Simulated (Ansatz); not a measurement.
NiMe2 (C₂H₆Ni) was relaxed with r2SCAN-D4 (def2-TZVP) in Ansatz in these states: neutral singlet, neutral triplet. The geometries follow in no particular order.

A:

```xyz
9

Ni   -0.908   -0.544   -0.281
C    -0.775    1.197    0.256
H    -0.406    1.287    1.280
H    -1.839    1.494    0.207
H    -0.184    1.800   -0.436
C     0.804   -1.180   -0.247
H     1.453   -0.661   -0.956
H     0.628   -2.219   -0.582
H     1.227   -1.175    0.759
```

B:

Cartesian coordinates in Å:
```
Ni 0.1991 -0.6307 0.1448
C 1.7150 0.4553 -0.3707
H 1.5892 0.8431 -1.3847
H 2.6088 -0.1816 -0.3399
H 1.8485 1.2901 0.3224
C -1.7145 -0.4574 0.3711
H -1.9499 0.3011 1.1218
H -2.1013 -1.4272 0.7095
H -2.1951 -0.1927 -0.5742
```

Judge from the bond lengths which geometry belongs to which state (an estimate).

A is the neutral singlet (Ni1–C2 1.827 Å, Ni1–C6 1.827 Å, C6–H8 1.105 Å); B is the neutral triplet (Ni1–C2 1.935 Å, Ni1–C6 1.935 Å, C6–H8 1.098 Å).
